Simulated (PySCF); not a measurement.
## Dipole response of Er³⁵⁺ (erbium, charge +35)

[Ar] 3d10 4s2 4p3, high-spin 4S determinant. All numbers are calculated (PySCF 2.14, no relativity, point nucleus, in an uncontracted even-tempered set (17 s from 3.3 bohr⁻², ratio 2.5; 12 p from 4.3 bohr⁻², ratio 2.5; 8 d from 7.7 bohr⁻², ratio 2.5; 4 f from 22 bohr⁻², ratio 2.7; 4 g from 34 bohr⁻², ratio 2.7)). Coupled (time-dependent) response in atomic units; α is the mean over directions.

```csv
method,mean α (bohr³),C₆ (like pair),S(−4)
UHF,0.08238,0.02526,0.005892
PBE0,0.07916,0.02424,0.005083
```

S(−4) is the Cauchy moment in α(ω) = α(0) + S(−4) ω² + …

α(iu) at UHF:

```
u (hartree)  α(iu) (bohr³)
          0        0.08238
      0.500        0.08094
       1.00        0.07710
       2.00        0.06606
       3.00        0.05500
       4.00        0.04567
       5.00        0.03818
       7.50        0.02567
       10.0        0.01871
       15.0        0.01201
       25.0       0.007302
```

A single London oscillator, α(iu) = α/(1 + u²/ω²), gives C₆ = (3/4) ω α². Matching the computed C₆ needs ω = 4 × 0.02526 / (3 × 0.08238²) = 4.96 hartree.

For an ion, C₆ is the dispersion term alone; charge-induced terms of lower order in 1/R come first.

A non-relativistic calculation at this Z misses sizeable relativistic shifts. Spin-orbit coupling, which splits the p, d and f shells strongly at this Z, is absent. Spin-orbit coupling is strong in this species (close to jj coupling), so the high-spin LS determinant is a model state, not a physical level.
